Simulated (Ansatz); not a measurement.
`C[Si]Br` + CH₃OH → `CO[Si]C` + HBr  (ligand exchange at the Si–Br bond)

Gas-phase electronic energies from Ansatz, PBE0-D4/def2-TZVP geometries. CBS: MP2 limit from def2 TZ/QZ plus the TZ coupled-cluster correction, frozen cores. This one scheme is used for every species. DFT in def2-TZVPP. For Br outer-core shells are correlated without core-valence functions, which leaves a few kJ/mol of doubt a bond. Scalar relativity is left out up to krypton. Each species was taken in one conformer, which may not be the lowest.

```csv
level,ΔE (kcal/mol)
BLYP-D4,-1.3
PBE,1.8
HF/def2-SVP,1.8
CCSD(T)/def2-SVP,-1.0
```

Problem. What does CCSD(T)/CBS give? (An estimate is asked.)

Solution. Computed: +0.3 kcal/mol. The listed levels differ from it by -1.6, 1.5, 1.5, -1.3 kcal/mol.

Problem. What do rigid-rotor, harmonic-oscillator terms from PBE0-D4/def2-TZVP frequencies (298.15 K, 1 bar) make of the CCSD(T)/CBS value? (Best estimate.)

Solution. Ansatz gave: ΔZPE = -2.5 kcal/mol, ΔH = -1.8 kcal/mol, ΔS = -20 J/(mol·K), ΔG = -0.4 kcal/mol.

Largest T1 diagnostic among the species: 0.014.

At CCSD(T), def2-SVP lies −1.3 kcal/mol from the extrapolated value and def2-TZVPP −1.4 kcal/mol. The D4 term adds −0.8 kcal/mol with B3LYP and −0.5 kcal/mol with PBE0; it sums over pairs of atoms, weighted by their polarisabilities, and B3LYP, whose exchange is more repulsive, gets the larger term.

B3LYP here is the variant with VWN-RPA as its local correlation; programs differ in this.
